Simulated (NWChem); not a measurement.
Program: NWChem. System: C4H8Si, charge 0, spin multiplicity 1, at a geometry optimised with PBE/def2-SVP. The structure started from a generated list of species. Level: LC-wPBE (omega 0.3 per bohr)/def2-SVP.

The NWChem input:

```
start mol
memory heap 200 mb stack 800 mb global 1000 mb
geometry units angstroms nocenter noautoz
  C      0.720373    -3.029887     0.000000
  C      0.080146    -1.720012     0.000000
  C     -0.473071    -0.626025     0.000000
  C     -1.074681     0.699419     0.000000
  Si     0.246811     2.084596     0.000000
  H      0.433832    -3.622924     0.894279
  H      1.827960    -2.946490     0.000000
  H      0.433832    -3.622924    -0.894279
  H     -1.726506     0.847510    -0.889966
  H     -1.726506     0.847510     0.889966
  H     -0.432572     3.430092     0.000000
  H      1.108999     1.970959     1.226126
  H      1.108999     1.970959    -1.226126
  symmetry group Cs
end
basis spherical
  * library def2-svp
end
dft
  xc xwpbe 1.00 cpbe96 1.0 hfexch 1.00
  cam 0.3 cam_alpha 0.00 cam_beta 1.00
  direct
  iterations 100
end
task dft energy
```

NWChem printed:

```
             Northwest Computational Chemistry Package (NWChem) 7.3.0
             --------------------------------------------------------

                                NWChem Input Module
                                -------------------

 Scaling coordinates for geometry "geometry" by  1.889725989
 (inverse scale =  0.529177249)

 Turning off AUTOSYM since
 SYMMETRY directive was detected!

                             Geometry "geometry" -> ""
                             -------------------------

 Output coordinates in angstroms (scale by  1.889725989 to convert to a.u.)

  No.       Tag          Charge          X              Y              Z
 ---- ---------------- ---------- -------------- -------------- --------------
    1 C                    6.0000     0.72037300    -3.02988700     0.00000000
    2 C                    6.0000     0.08014600    -1.72001200     0.00000000
    3 C                    6.0000    -0.47307100    -0.62602500     0.00000000
    4 C                    6.0000    -1.07468100     0.69941900     0.00000000
    5 Si                  14.0000     0.24681100     2.08459600     0.00000000
    6 H                    1.0000     0.43383200    -3.62292400     0.89427900
    7 H                    1.0000     1.82796000    -2.94649000     0.00000000
    8 H                    1.0000     0.43383200    -3.62292400    -0.89427900
    9 H                    1.0000    -1.72650600     0.84751000    -0.88996600
   10 H                    1.0000    -1.72650600     0.84751000     0.88996600
   11 H                    1.0000    -0.43257200     3.43009200     0.00000000
   12 H                    1.0000     1.10899900     1.97095900     1.22612600
   13 H                    1.0000     1.10899900     1.97095900    -1.22612600

 Effective nuclear repulsion energy (a.u.)     188.8178545593

            Nuclear Dipole moment (a.u.)
            ----------------------------
        X                 Y               Z
 ---------------- ---------------- ----------------
    -0.0000113384     0.0000113384     0.0000000000

      Symmetry information
      --------------------
[...]
              MO Center= -1.6D-01, -8.4D-01,  3.7D-15, r^2= 3.3D+00
   Bfn.  Coefficient  Atom+Function         Bfn.  Coefficient  Atom+Function
  ----- ------------  ---------------      ----- ------------  ---------------
    18      0.350967   2 C  px               32      0.320450   3 C  px
    21      0.202179   2 C  px               35      0.178298   3 C  px
    36      0.176910   3 C  py               19      0.172264   2 C  py
    33      0.170027   3 C  py               46     -0.165420   4 C  px
    45     -0.153823   4 C  s                22      0.143595   2 C  py

 Vector   24  Occ=0.000000D+00  E= 1.113124D-01  Symmetry=a'
              MO Center=  4.0D-02,  1.2D+00,  7.5D-15, r^2= 6.4D+00
   Bfn.  Coefficient  Atom+Function         Bfn.  Coefficient  Atom+Function
  ----- ------------  ---------------      ----- ------------  ---------------
    45      1.408252   4 C  s                67      1.082269   5 Si px
    68      0.557509   5 Si py               60     -0.375079   5 Si s
    35      0.348284   3 C  px              106     -0.329727  12 H  s
   111     -0.329727  13 H  s                50      0.281009   4 C  py
    21     -0.276601   2 C  px               81      0.247465   7 H  s

 Vector   25  Occ=0.000000D+00  E= 1.176758D-01  Symmetry=a'
              MO Center= -1.4D-01,  6.7D-01, -3.0D-14, r^2= 7.2D+00
   Bfn.  Coefficient  Atom+Function         Bfn.  Coefficient  Atom+Function
  ----- ------------  ---------------      ----- ------------  ---------------
    45      1.861047   4 C  s                68      0.929565   5 Si py
   101     -0.826739  11 H  s                36     -0.695528   3 C  py
    17     -0.676183   2 C  s                91     -0.641540   9 H  s
    96     -0.641540  10 H  s                81     -0.466458   7 H  s
    21      0.414503   2 C  px               59      0.356801   5 Si s

 Vector   26  Occ=0.000000D+00  E= 1.232076D-01  Symmetry=a"
              MO Center= -3.2D-01, -8.2D-01,  1.5D-15, r^2= 5.7D+00
   Bfn.  Coefficient  Atom+Function         Bfn.  Coefficient  Atom+Function
  ----- ------------  ---------------      ----- ------------  ---------------
    91     -0.525292   9 H  s                96      0.525292  10 H  s
    69      0.515814   5 Si pz               23      0.503998   2 C  pz
    37     -0.488924   3 C  pz               76     -0.464929   6 H  s
    86      0.464929   8 H  s                51     -0.403656   4 C  pz
    20      0.366849   2 C  pz               34     -0.347870   3 C  pz

 center of mass
 --------------
 x =  -0.02306404 y =   0.02402472 z =   0.00000000

 moments of inertia (a.u.)
 ------------------
        1215.514991725536          98.347166876704           0.000000000000
          98.347166876704         154.278761993289           0.000000000000
           0.000000000000           0.000000000000        1325.235741615415

     Multipole analysis of the density
     ---------------------------------

     L   x y z        total         alpha         beta         nuclear
     -   - - -        -----         -----         ----         -------
     0   0 0 0     -0.000000    -23.000000    -23.000000     46.000000

     1   1 0 0     -0.082156     -0.041073     -0.041073     -0.000011
     1   0 1 0     -0.170488     -0.085249     -0.085249      0.000011
     1   0 0 1     -0.000000     -0.000000     -0.000000      0.000000

     2   2 0 0    -28.784243    -58.322955    -58.322955     87.861666
     2   1 1 0     -2.266872     31.043931     31.043931    -64.354735
     2   1 0 1     -0.000000     -0.000000     -0.000000      0.000000
     2   0 2 0    -26.652678   -361.255970   -361.255970    695.859261
     2   0 1 1     -0.000000     -0.000000     -0.000000      0.000000
     2   0 0 2    -29.814219    -25.960123    -25.960123     22.106026

 Task  times  cpu:       45.8s     wall:       45.8s

 Total times  cpu:       45.9s     wall:       45.9s
```
